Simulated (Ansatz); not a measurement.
`C#CCCCC` and `CCCCBr` differ in one atom or group.

Ansatz, PBE0-D4/def2-TZVP geometries, multiplicity 1. Each molecule was computed in one conformer, which needn't be the lowest.

Scalar relativity is left out up to krypton.

| property | `C#CCCCC` |
| --- | --- |
| HOMO–LUMO gap (PBE0/def2-TZVPP) / eV | 8.56 |
| HOMO energy (PBE0/def2-TZVPP) / eV | -7.63 |
| size of the dipole moment (PBE/def2-TZVPP) / D | 0.79 |
| size of the dipole moment (ωB97M-V/def2-TZVPP) / D | 0.74 |
| HOMO–LUMO gap (ωB97M-V/def2-TZVPP) / eV | 12.42 |
| ideal-gas entropy at 298 K and 1 bar (rigid rotor, harmonic PBE0-D4/def2-TZVP) / J/(mol·K) | 351 |

**Question.** What does the change do to each property? (Estimate.)

**Answer.** Computed: 
```json
{"property": "HOMO–LUMO gap (PBE0/def2-TZVPP) / eV", "`CCCCBr`": "7.97", "shift": "-0.59"}
{"property": "HOMO energy (PBE0/def2-TZVPP) / eV", "`CCCCBr`": "-7.76", "shift": "-0.13"}
{"property": "size of the dipole moment (PBE/def2-TZVPP) / D", "`CCCCBr`": "2.04", "shift": "1.25"}
{"property": "size of the dipole moment (ωB97M-V/def2-TZVPP) / D", "`CCCCBr`": "2.09", "shift": "1.35"}
{"property": "HOMO–LUMO gap (ωB97M-V/def2-TZVPP) / eV", "`CCCCBr`": "12.22", "shift": "-0.20"}
{"property": "ideal-gas entropy at 298 K and 1 bar (rigid rotor, harmonic PBE0-D4/def2-TZVP) / J/(mol·K)", "`CCCCBr`": "348", "shift": "-3"}
```

With PBE0 the HOMO falls by 0.13 eV and the LUMO falls by 0.72 eV, so the gap narrows by about 0.59 eV. PBE moves the HOMO by -0.07 eV and ωB97M-V by -0.12 eV. The zero-point energy changes by -49.2 kJ/mol with -6 modes. Dipoles are sizes alone; their direction can turn.

Spin–orbit coupling is left out; it splits and shifts lone-pair levels of the heavy atoms by tenths of an eV.
